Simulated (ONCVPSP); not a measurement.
## nickel (Ni), ONCV: configuration errors across variants

```json
{"Element": "nickel", "Generator": "ONCVPSP 4.0.1", "Type": "optimised norm-conserving Vanderbilt (ONCV)", "Functional": "PBE", "Relativity": "scalar-relativistic", "Frozen core": "[Ne]", "Valence charge": "18", "Reference configuration": "3s2 3p6 3d8 4s2", "Partial waves": "3s+4s: rc 1.45 bohr, ncon 4, nbas 7, qcut 7.9 1/bohr, 2 projectors; 3p: rc 1.10 bohr, ncon 4, nbas 7, qcut 12.8 1/bohr, 1 projector; 3d: rc 0.85 bohr, ncon 3, nbas 7, qcut 14.6 1/bohr, 2 projectors, debl 0.3 Ha; f scattering state at 0.19 Ha: rc 1.50 bohr, ncon 4, nbas 8, qcut 7.7 1/bohr, 3 projectors, debl 2.8 Ha", "Local potential": "polynomial inside 0.65 bohr (lpopt 5, dvloc0 3 Ha)", "Core correction": "Teter function, fcfact 1.5, rcfact 1.25"}
```

In the d channel the program set the typed energies aside and used -0.326, 0.250 Ha.

All-electron excitation energies from the reference (eV): (1) 3s2 3p6 3d8 4s1 9.323; (2) 3s2 3p6 3d8 4s0 26.674; (3) 3s2 3p6 3d7 4s0 64.140; (4) 3s2 3p6 3d8 4s1.5 3.718.

1 further variants failed, have other tests or another functional or relativity, and are left out.

Errors AE − PS in meV (a dash: test not solved or not reliable):

```tsv
change	(1)	(2)	(3)	(4)	bound ghosts	GHOST(+) flags above zero
base	-0.6	-0.9	-12	-0.3	none	none
p: ncon 3, nbas 6	-0.6	-0.9	-12	-0.3	none	none
s: qcut 6.4	-0.6	-0.9	-13	-0.3	none	none
local potential polynomial inside 0.60 bohr (lpopt 3, dvloc0 0 Ha)	-0.6	-0.9	-12	-0.3	none	none
p: nproj 3	-0.6	-0.9	-13	-0.3	none	none
s: rc 1.14	-0.4	-0.4	-11	-0.2	none	s
s: qcut 9.6; p: qcut 15.6; d: qcut 17.8; f: qcut 9.4	-0.5	-0.6	-7.6	-0.3	none	s
d: debl 5.65	-0.6	-0.9	-12	-0.3	none	none
s: rc 1.94	-0.5	-0.7	-17	-0.3	none	none
```

Question: Give the same row for: core correction Teter function, fcfact 5.25, rcfact 1.3.

Answer: -0.6, -1.1, -12, -0.3; bound ghosts: none; GHOST(+) flags above zero: none.
